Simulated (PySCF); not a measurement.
Order these species by their calculated properties.

All species are isolated and taken at one optimised geometry, non-relativistic unless stated; the electronic structure was computed with PySCF and density fitting.

Dipoles, sizes and rotational constants follow the conformer. The torsions of the flexible species, by atom-mapped SMILES:
- `[N:1]#[C:2][CH2:3][CH2:4][P@@H+:5]1[C:6]([F:7])=[C:8]1[C:9]([F:10])([F:11])[F:12]`: C2–C3–C4–P5 32°, C3–C4–P5–C6 116°, C6–C8–C9–F10 -10°
- `[F:1][C:2]1=[C:3]([SiH3:4])[P@@H+:5]1[c:6]1[cH:7][cH:8][n:9][cH:10][cH:11]1`: C3–P5–C6–C7 -34°
- `[CH3:1][CH:2]([CH3:3])[C@H:4]([SiH3:5])[C:6](=[O:7])[CH2:8][C:9]#[N:10]`: C1–C2–C4–Si5 180°, C2–C4–C6–O7 54°, C4–C6–C8–C9 -48°
- `[CH2:1]=[C:2]([CH3:3])[C@H:4]1[CH2:5][SiH2:6][C:7]1=[O:8]`: C1–C2–C4–C5 -23°
- `[CH2:1]=[C:2]([CH:3]=[O:4])[CH2:5][NH2+:6][CH3:7]`: C1–C2–C3–O4 171°, C1–C2–C5–N6 -143°, C2–C5–N6–C7 -163°

The conformers of `c1csc(C2CCCC2)c1`, `C=C(O[SiH2]O)N1CCCC1`, `C#C[SiH2]O[Si]1(Cl)CCCC1` and `C=N[C@@H]1CC=C(CC)C1` aren't listed.

Question: Rank by HOMO–LUMO gap, highest first (PBE0/pcSseg-1 at GFN2-xTB geometries).
A. `FC1=C([SiH3])[P@@H+]1C1=CC=NC=C1`
B. `C=C(C)[C@H]1C[SiH2]C1=O`
C. `CC(C)[C@H]([SiH3])C(=O)CC#N`
D. `C=C(C=O)C[NH2+]C`
E. `FC(F)(C1=C(F)[P@H+]1CCC#N)F`
F. `c1csc(C2CCCC2)c1`

Answer: E (7.59 eV), C (6.41 eV), F (6.26 eV), D (5.99 eV), B (5.17 eV), A (4.79 eV).

Question: Rank by smallest rotational constant, highest first (GFN2-xTB).
A. `CC(C)[C@H]([SiH3])C(=O)CC#N`
B. `C=C(C=O)C[NH2+]C`
C. `CC([C@@H]1C([SiH2]C1)=O)=C`
D. `FC1=C([SiH3])[P@@H+]1c1ccncc1`

Answer: B (1.373 GHz), C (1.131 GHz), A (0.710 GHz), D (0.397 GHz).

Question: Rank by HOMO energy, highest first (PBE0/pcSseg-1 at GFN2-xTB geometries).
A. `FC1=C([SiH3])[P@@H+]1c1ccncc1`
B. `C=C(O[SiH2]O)N1CCCC1`
C. `C#C[SiH2]O[Si]1(Cl)CCCC1`
D. `C=C(C=O)C[NH2+]C`
E. `C=N[C@@H]1CC=C(CC)C1`

Answer: B (-5.46 eV), E (-6.66 eV), C (-7.76 eV), A (-11.27 eV), D (-12.49 eV).
